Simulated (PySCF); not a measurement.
## Dipole polarisabilities along the 4p block

Calculated with PySCF 2.14 for the ground configurations, without spin-orbit coupling: coupled response for Hartree-Fock and DFT, finite fields for MP2 and CCSD(T), with Ga [Ar] 3d10; Ge 3s2 3p6 3d10; As 3s2 3p6 3d10; Se 3s2 3p6 3d10; Br [Ar] 3d10; Kr 3s2 3p6 3d10 frozen. Mean α in bohr³, C₆ of like pairs in atomic units.

| species | α UHF | α PBE | α PBE0 | α MP2 | α CCSD(T) | α recommended (Schwerdtfeger and Nagle) | C₆ UHF | C₆ PBE | C₆ PBE0 |
| --- | --- | --- | --- | --- | --- | --- | --- | --- | --- |
| Ga [Ar] 3d10 4s2 4p1 (aug-cc-pVDZ-DK, spin-free X2C) | 56.30 | 59.45 | 56.73 | 55.64 | 54.43 | 50 ± 3 | 490.4 | 492.5 | 473.8 |
| Ge [Ar] 3d10 4s2 4p2 (aug-cc-pVDZ-PP with ECP10MDF, ECP) | 40.16 | 43.61 | 41.72 | 39.74 | 39.48 | 40 ± 1 | 352.1 | 379.6 | 362.0 |
| As [Ar] 3d10 4s2 4p3 (aug-cc-pVDZ-PP with ECP10MDF, ECP) | 29.52 | 32.01 | 30.77 | 29.18 | 29.28 | 30 ± 1 | 250.5 | 273.2 | 261.0 |
| Se [Ar] 3d10 4s2 4p4 (aug-cc-pVDZ-PP with ECP10MDF, ECP) | 23.80 | 25.91 | 24.99 | 24.16 | 24.44 | 28.9 ± 1 | 196.9 | 217.3 | 208.3 |
| Br [Ar] 3d10 4s2 4p5 (aug-cc-pVDZ-DK, spin-free X2C) | 18.30 | 19.69 | 19.14 | 18.60 | 18.79 | 21 ± 1 | 145.8 | 158.3 | 153.3 |
| Kr [Kr] (aug-cc-pVDZ-PP with ECP10MDF, ECP) | 15.13 | 16.40 | 15.91 | 15.41 | 15.56 | 16.78 ± 0.02 | 115.7 | 127.4 | 122.9 |

Hartree-Fock lacks correlation. MP2 and CCSD(T) carry the error of the frozen core. All values carry a basis error.
